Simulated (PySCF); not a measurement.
EPR parameters of C3H6NSSi

Compound: C3H6NSSi (doublet state).
Cartesian coordinates in Å at the GFN2-xTB level; atoms count from 1:
```xyz
12
C3H6NSSi angstrom
C      1.393   -1.207   -0.060
C      0.861   -0.059    0.646
Si    -0.620    0.658   -0.401
S     -2.149   -0.839   -0.601
C     -1.396    2.087    0.500
N     -1.837    2.965    1.091
H      1.038   -2.198    0.146
H      2.099   -1.080   -0.857
H      1.590    0.744    0.733
H      0.490   -0.319    1.638
H     -0.161    1.114   -1.708
H     -1.308   -1.867   -0.609
```

The hyperfine couplings belong to this conformer and change with its torsions.

The species is `[CH2]C[Si@@H](S)C#N` [radical].

Level of theory: PySCF, UKS B3LYP, pcH-1 on C H N S Si, non-relativistic, mean-field spin-orbit, GIAO. Geometry: GFN2-xTB, one conformer, isolated molecule. A GFN2-xTB geometry isn't a minimum of the functional, and hyperfine couplings can be far from their values at a DFT geometry. The SCF solution wasn't tested for stability.

* g1, g2, g3: 2.00195, 2.00290, 2.00485
* g_iso: 2.00323
* Form of g: rhombic: the two nearest values differ by 33 % of g3 − g1
* ⟨S²⟩: 0.7541 (exact 0.7500)

Isotropic coupling and dipolar principal values T1 to T3, in MHz; ρ(0) is the spin density at the nucleus:

| atom | isotope | a_iso | of which spin–orbit | T1 | T2 | T3 | Mulliken spin population | ρ(0) (bohr⁻³) |
| --- | --- | --- | --- | --- | --- | --- | --- | --- |
| C1 | 13C | 83.6 | -0.1 | -76.2 | -75.2 | 151.4 | 1.00 | 0.0744 |
| C2 | 13C | -32.3 | 0.0 | -3.3 | 1.0 | 2.4 | -0.08 | -0.0287 |
| Si3 | 29Si | -219.2 | 0.2 | -23.2 | 10.9 | 12.2 | 0.09 | 0.2469 |
| S4 | 33S | 0.7 | 0.0 | -1.9 | -1.5 | 3.4 | 0.01 | 0.0021 |
| C5 | 13C | 17.6 | 0.0 | -1.8 | -0.9 | 2.7 | 0.01 | 0.0157 |
| N6 | 14N | 0.7 | 0.0 | -0.8 | -0.7 | 1.5 | 0.01 | 0.0022 |
| H7 | 1H | -61.1 | 0.0 | -37.0 | 0.4 | 36.6 | -0.04 | -0.0137 |
| H8 | 1H | -60.6 | 0.0 | -36.8 | 0.1 | 36.6 | -0.04 | -0.0136 |
| H9 | 1H | 60.0 | 0.0 | -4.5 | -3.5 | 8.0 | 0.02 | 0.0134 |
| H10 | 1H | 40.3 | 0.0 | -4.2 | -3.6 | 7.8 | 0.02 | 0.0090 |
| H11 | 1H | -2.0 | 0.0 | -2.9 | -1.5 | 4.4 | 0.00 | -0.0005 |
| H12 | 1H | -2.1 | 0.0 | -4.0 | -3.1 | 7.1 | 0.00 | -0.0005 |

Largest spin populations (Mulliken): C1 (+1.00), Si3 (+0.09) and C2 (-0.08). C1 is the only atom above +0.15. The positive populations add up to 1.17 and the negative ones to -0.17, together 2S = 1. The angles at C1 add up to 359.8°, so it is planar; its axial dipolar tensor and the negative couplings of its protons fit spin in a p orbital normal to that plane.

Under fast tumbling the dipolar parts average out, and these isotropic splittings remain: 2 × 1H (H7/H8, I = 1/2, 3 lines) with 2.17 mT, 1 × 1H (H9, I = 1/2, 2 lines) with 2.14 mT, 1 × 1H (H10, I = 1/2, 2 lines) with 1.44 mT, 1 × 1H (H12, I = 1/2, 2 lines) with 0.07 mT and 1 × 1H (H11, I = 1/2, 2 lines) with 0.07 mT.

Nuclei that the bonding pattern makes equivalent are averaged, as if the motion that swaps them (rotation, inversion, ring flip) were fast.

The 13C coupling of C1 (83.6 MHz) shows only in satellite lines or after enrichment, since that isotope makes up about 1.07 % of natural carbon.

The 29Si coupling of Si3 (-219.2 MHz) shows only in satellite lines or after enrichment, since that isotope makes up about 4.7 % of natural silicon.

The spin density at the nucleus, in bohr⁻³, is negative for C2 (-0.0287) and H7/H8 (-0.0136), for instance. A restricted open-shell determinant has no negative spin density anywhere; here it arises because α and β orbitals differ (spin polarisation).
